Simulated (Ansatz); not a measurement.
C₂H₄AlNO, SMILES `[CH3][AlH][N]=C=O` from Hartree–Fock to CCSD(T)

```xyz
9

C     0.7186   -1.5219    0.0175
Al   -0.4959   -0.1579    0.6654
N    -0.5175    1.4070   -0.1759
C    -0.5479    2.4656   -0.7290
O    -0.5753    3.4987   -1.2711
H     0.7393   -2.4047    0.6604
H     0.4297   -1.8475   -0.9875
H     1.7384   -1.1336   -0.0631
H    -1.4893   -0.3057    1.8833
```

The species carries charge 0 and has multiplicity 1. All single points use the PBE0-D4/def2-TZVP geometry. It is one conformer, not always the lowest. Frozen core, restricted reference, Ansatz 0.2.0. CBS rows extrapolate triple and quadruple zeta; past MP2 they add the triple-zeta difference.

| basis | HF (Eh) | MP2 corr. | CCSD corr. | (T) | CCSD(T) total |
| --- | --- | --- | --- | --- | --- |
| def2-SVP | -449.13106 | -0.66104 | -0.68797 | -0.02450 | -449.84353 |
| def2-TZVPP | -449.46077 | -0.81758 | -0.83652 | -0.03806 | -450.33535 |
| def2-QZVPP | -449.47703 | -0.87602 | – | – | – |
| CBS(def2) | -449.47927 | -0.91930 | -0.93824 | as TZ | -450.45557 |
